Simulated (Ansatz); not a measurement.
`CN(C)[B]F` radical, 11 atoms. Total charge 0; spin multiplicity 2. All runs use 4 threads of an Arm Neoverse V2 on a shared host. Correlated methods freeze the cores. Open-shell runs search over several starts.

Q: How many basis functions does each run have, and how long does it take in Ansatz? UKS BLYP-D4/def2-TZVPP energy; UKS ωB97M-V/def2-TZVPP energy and forces; UHF-CCSD(T)/def2-SVP energy; direct RPA on PBE orbitals/def2-TZVPP energy; UKS ωB97M-V/def2-QZVPP energy; UHF-MP2/def2-QZVPP energy; UKS ωB97M-V/def2-SVP energy; UKS PBE0-D4/def2-TZVP frequencies; UKS PBE0-D4/def2-TZVP relaxation (5 steps); UHF-CCSD(T)/def2-TZVPP energy; UKS PBE0-D4/def2-QZVPP energy; UKS revPBE-D4/def2-TZVPP energy. (An estimate is asked.)

A: Computed: Other jobs shared the machine, so times are rough.

```tsv
level	job	functions	wall time	peak host memory (GiB)
UKS BLYP-D4/def2-TZVPP	energy	239	2.9 s	0.33
UKS revPBE-D4/def2-TZVPP	energy	239	3 s	0.33
UKS ωB97M-V/def2-SVP	energy	100	5.5 s	0.47
direct RPA on PBE orbitals/def2-TZVPP	energy	239	8 s	0.79
UKS ωB97M-V/def2-TZVPP	energy and forces	239	13 s	0.96
UKS PBE0-D4/def2-QZVPP	energy	465	14 s	2
UHF-CCSD(T)/def2-SVP	energy	100	16 s	0.98
UKS PBE0-D4/def2-TZVP	relaxation (5 steps)	191	20 s	0.5
UHF-MP2/def2-QZVPP	energy	465	27 s	3
UKS ωB97M-V/def2-QZVPP	energy	465	29 s	2.5
UKS PBE0-D4/def2-TZVP	frequencies	191	2.2 min	0.49
UHF-CCSD(T)/def2-TZVPP	energy	239	22 min	5.3
```
